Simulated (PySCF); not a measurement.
C4H12BO (charge -1).
Atom-mapped SMILES: `[CH3:1][CH2:2][CH2:3][BH2-:4][O:5][CH3:6]` (hydrogens: H7, H8, H9 on C1; H10, H11 on C2; H12, H13 on C3; H14, H15 on B4; H16, H17, H18 on C6)

Structure used (PBE0-D3(BJ)/def2-SVP), in Å, numbered top down from 1:
```
atom  x, y, z in Å
C1    -2.2804    0.9401   -0.4532
C2    -1.1935   -0.0655   -0.0901
C3    -0.1141   -0.2738   -1.1445
B4     1.0713   -1.3087   -0.6588
O5     1.7210   -0.8589    0.6112
C6     2.4686    0.2776    0.5251
H7    -3.0403    1.0593    0.3415
H8    -1.8475    1.9373   -0.6477
H9    -2.8102    0.6392   -1.3747
H10   -0.7042    0.2425    0.8522
H11   -1.6584   -1.0428    0.1390
H12   -0.5772   -0.6611   -2.0756
H13    0.3019    0.7194   -1.4214
H14    0.5582   -2.4296   -0.4307
H15    1.9377   -1.4173   -1.5753
H16    3.0225    0.4596    1.4730
H17    1.8749    1.2065    0.3329
H18    3.2291    0.2421   -0.2944
```

The closed-shell ground state was solved at several levels (PySCF, density fitting, gas phase, non-relativistic). Where the HOMO energy is positive, the finite basis confines the outermost electrons. No diffuse functions stand in pcJ-1 and pcSseg-1, which bears on an anion's orbital energies.

```csv
level,basis functions,total energy (Eh),HOMO (eV),LUMO (eV),gap (eV)
PBE0/pcSseg-1,162,-259.4183,-1.23,5.18,6.41
wB97X-D/def2-SVPD,219,-259.5154,-3.29,5.60,8.89
B3LYP/pcJ-1,282,-259.7986,-1.04,4.90,5.94
```

What might KT2/pcSseg-1 (162 basis functions) give for the same quantities?

Total energy -264.0607 Eh, HOMO 0.01 eV, LUMO 4.31 eV, gap 4.30 eV.

Over all these levels, which gives the widest orbital gap and which the narrowest?

wB97X-D/def2-SVPD (range-separated hybrid) has the widest, 8.89 eV, and KT2/pcSseg-1 (GGA) the narrowest, 4.30 eV. Functional and basis both differ between the two, so the spread mixes both effects.

One conformer stands for the species.

The pairwise dispersion term of wB97X-D wasn't added to the energies; at a given geometry it leaves orbitals and properties as they are.
